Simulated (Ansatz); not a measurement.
Start from `Brc1ccccc1` and change one atom or group to get `O=C(F)c1ccccc1`.

Ansatz, PBE0-D4/def2-TZVP geometries, multiplicity 1. Each molecule was computed in one conformer, which needn't be the lowest.

Scalar relativity is left out up to krypton.

| property | `Brc1ccccc1` |
| --- | --- |
| HOMO–LUMO gap (ωB97M-V/def2-TZVPP) / eV | 10.57 |
| HOMO energy (PBE0/def2-TZVPP) / eV | -7.08 |
| HOMO energy (B3LYP/def2-TZVPP) / eV | -6.86 |
| HOMO–LUMO gap (PBE0/def2-TZVPP) / eV | 6.49 |
| HOMO energy (ωB97M-V/def2-TZVPP) / eV | -9.14 |
| zero-point energy (PBE0-D4/def2-TZVP) / kJ/mol | 238.3 |

Give the same properties after the change, and the shifts. (Best estimate.)

The calculation gave: 
```tsv
property	`O=C(F)c1ccccc1`	shift
HOMO–LUMO gap (ωB97M-V/def2-TZVPP) / eV	10.20	-0.37
HOMO energy (PBE0/def2-TZVPP) / eV	-7.98	-0.90
HOMO energy (B3LYP/def2-TZVPP) / eV	-7.75	-0.89
HOMO–LUMO gap (PBE0/def2-TZVPP) / eV	6.06	-0.43
HOMO energy (ωB97M-V/def2-TZVPP) / eV	-10.06	-0.92
zero-point energy (PBE0-D4/def2-TZVP) / kJ/mol	271.1	32.8
```

With PBE0 the HOMO falls by 0.90 eV and the LUMO falls by 1.33 eV, so the gap narrows by about 0.43 eV. PBE moves the HOMO by -0.91 eV and ωB97M-V by -0.92 eV. The zero-point energy changes by 32.8 kJ/mol with +6 modes.

B3LYP here is the variant with VWN-RPA as its local correlation; programs differ in this.

Spin–orbit coupling is left out; it splits and shifts lone-pair levels of the heavy atoms by tenths of an eV.
